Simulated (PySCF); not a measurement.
Gas-phase reaction: ZnH2 + 2 HF = ZnF2 + 4 H. Level: ωB97X-V/def2-TZVP†; standard pressure 1 bar.

Energies from PySCF, thermal terms from the rigid-rotor harmonic-oscillator model, ideal gas at 1 bar. † marks an energy on the PBE0/def2-TZVP geometry and frequencies. Open shells (unrestricted): H (multiplicity 2); the rest are closed-shell singlets. Zn: all electrons, no relativistic terms. ZnH2: computed as isolated molecules; such fragments, hydroxides, amides, oligomers or adducts are transient or little studied in the gas. The harmonic model lacks anharmonicity and excited electronic states, which grow with temperature; levels with a mode under 35 cm⁻¹ are left out.

```csv
T (K),1000/T (1/K),log10 K
1000,1.0000,-28.63
1200,0.8333,-22.02
1400,0.7143,-17.26
1600,0.6250,?
1800,0.5556,-10.86
2000,0.5000,-8.60
```

Question: Fit log10 K = a + b·(1000/T) to the five rows, get the mean ΔH° and ΔS°, and predict log10 K at 1600 K.

Answer: Means: 1000/T = 0.7206, log10 K = -17.474. Sums of products about the means: Sxy = -6.67958, Sxx = 0.166695, so b = Sxy/Sxx = -40.07 and a = -17.474 − (-40.07)×0.7206 = 11.40.
ΔH° = −R ln 10 × 1000 K × b = −19.145 × (-40.07) = 767 kJ; ΔS° = R ln 10 × a = 218 J/K. The run's own values go from 757 kJ and 209 J/K at 1000 K to 781 kJ and 226 J/K at 2000 K.
Prediction at 1600 K: 11.40 + (-40.07)×0.6250 = -13.64. The computed value is -13.67, 0.03 from the line.
For scale, ΔH°(298 K) is 731 kJ at this level, 750 kJ at ωB97M-V/def2-TZVP†, and runs from 434 to 806 kJ over the 19 levels computed.
